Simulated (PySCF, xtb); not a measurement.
Al(Br)(vinyl)(NH2) (C2H5AlBrN), SMILES C=[CH][Al]([Br])[NH2]. One conformer was computed; it need not be the lowest.

Harmonic wavenumbers (cm⁻¹) from GFN2-xTB (xtb 6.7.1) at its own minimum, in rising order: 72, 73, 122, 196, 214, 222, 393, 406, 448, 493, 618, 824, 923, 970, 1032, 1232, 1406, 1477, 1621, 2919, 3038, 3062, 3394, 3438.

Task: What does PBE-D3(BJ)/def2-SVP in PySCF give at its own minimum? (Estimate from the structure and the level; the computed values follow.)

Result: 8, 96, 151, 186, 240, 334, 382, 396, 449, 598, 660, 830, 947, 965, 1022, 1221, 1375, 1471, 1602, 3030, 3058, 3114, 3505, 3597. Paired by order, the mean absolute difference is 42 cm⁻¹ and the zero-point energies are 40.9 and 41.8 kcal/mol.
